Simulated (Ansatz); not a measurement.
Ansatz results at the PBE0-D4/def2-TZVP geometry: size of the dipole moment (ωB97M-V/def2-TZVPP) 2.36 D; HOMO–LUMO gap (ωB97M-V/def2-TZVPP) 9.76 eV; LUMO energy (PBE0/def2-TZVPP) -2.62 eV.

Each molecule was computed in one conformer, which needn't be the lowest.

(1) Which molecule gave them?
A. `[OH][Nb]([OH])([F])([F])[F]`
B. `[O]=[Nb]([OH])([F])[F]`
C. `[OH][Nb]([F])(=[S])[Cl]`
D. `[NH]=[Nb]([OH])([OH])[F]`

## Answers

(1) C. The others give `[NH]=[Nb]([OH])([OH])[F]`: 2.89, 11.29, -0.75; `[OH][Nb]([OH])([F])([F])[F]`: 4.51, 12.55, -2.33; `[O]=[Nb]([OH])([F])[F]`: 2.38, 13.01, -1.70.
